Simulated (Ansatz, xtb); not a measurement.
**Relative energy of two isomers of C3H12Si2**

Structure I is `CCC([SiH3])[SiH3]`, a singlet and structure II is `C[C@@H]([SiH3])C[SiH3]`, a singlet. Both are isolated molecules in the gas phase, relaxed with B3LYP/def2-SVP; each stands in its lowest conformer found.

Quicker runs give these differences E(II) − E(I): GFN2-xTB −0.3 kcal/mol; HF/STO-3G +0.3 kcal/mol (at GFN2-xTB geometries); r2SCAN-D4/def2-SVP +3.0 kcal/mol (at GFN2-xTB geometries).

Question: Estimate which is lower in electronic energy at CCSD(T)/def2-SVP + ΔMP2/def2-TZVPP, and by roughly how much.

Answer: The CCSD(T)/def2-SVP + ΔMP2/def2-TZVPP calculation puts structure I lower, by 2.9 kcal/mol.

The same difference at several levels:

```tsv
level	geometry	E(II) − E(I) (kcal/mol)	departure from the last row (kcal/mol)	job, with rough time for the two
GFN2-xTB	GFN2-xTB	−0.3	−3.2	optimisation, 0.53 s
HF/STO-3G	GFN2-xTB	+0.3	−2.6	single point, 0.82 s
r2SCAN-D4/def2-SVP	GFN2-xTB	+3.0	+0.1	single point, 6.8 s
B3LYP/def2-SVP	B3LYP/def2-SVP	+2.1	−0.8	optimisation, 92 s
HF/def2-SVP	B3LYP/def2-SVP	+2.7	−0.2	part of the CCSD(T) run
MP2/def2-SVP	B3LYP/def2-SVP	+2.9	0.0	part of the CCSD(T) run
CCSD(T)/def2-SVP	B3LYP/def2-SVP	+2.8	−0.1	single point
CCSD(T)/def2-SVP + ΔMP2/def2-TZVPP	B3LYP/def2-SVP	+2.9		single point, 68 s
```

As drawn, both hold the same kinds of bond in the same numbers.

GFN2-xTB, HF/STO-3G find them nearly level. The largest departure from CCSD(T)/def2-SVP + ΔMP2/def2-TZVPP is that of GFN2-xTB, 3.2 kcal/mol. The last row adds to CCSD(T) the change of the MP2 difference between the two basis sets, here +0.1 kcal/mol.

With thermal terms from frequencies at re-optimised GFN2-xTB minima (ideal gas, soft modes damped towards free rotors, one conformer each, 298.15 K, 1 atm): the zero-point term adds −0.1 kcal/mol; ΔH is +2.7 and ΔG +2.8 kcal/mol.

The correlated steps freeze 13 core orbitals. Mirror images aren't counted in ΔG. Programs: Ansatz 0.2.0, xtb 6.7.1; the last row on 2 threads of Intel(R) Xeon(R) Platinum 8259CL CPU @ 2.50GHz (Skylake/Cascade Lake) on a shared host.
